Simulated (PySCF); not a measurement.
SMILES O[Si](O)(O)O (H₄O₄Si), CAM-B3LYP/def2-SVP optimised geometry.

```
9

O      1.28    -0.06     0.00
Si    -0.36    -0.06     0.00
O     -0.82    -0.94     1.31
O     -1.08    -0.75    -1.31
O     -0.82     1.52     0.00
H      1.71     0.67    -0.47
H     -0.25    -0.90     2.08
H     -1.20    -1.71    -1.27
H     -1.71     1.71    -0.33
```

Density from PySCF 2.14.0 with CAM-B3LYP/def2-TZVP at that geometry.

Minimum of the electron density along straight lines between bonded atoms, close to the bond critical point (lines longer than 1.1 times the sum of covalent radii, or with two minima, are not listed):

```
bond    length / Å  ρ at the minimum / e bohr⁻³  ∇²ρ there / e bohr⁻⁵  position (fraction from the first atom)
------  ----------  ---------------------------  --------------------  ---------------------------------------
O1–Si2       1.644                        0.142                  0.80                                     0.59
Si2–O3       1.644                        0.142                  0.80                                     0.41
Si2–O4       1.644                        0.142                  0.80                                     0.41
Si2–O5       1.644                        0.142                  0.80                                     0.41
O1–H6        0.963                        0.351                 -2.39                                     0.81
O3–H7        0.963                        0.351                 -2.39                                     0.81
O4–H8        0.963                        0.351                 -2.39                                     0.81
O5–H9        0.963                        0.352                 -2.39                                     0.81
```
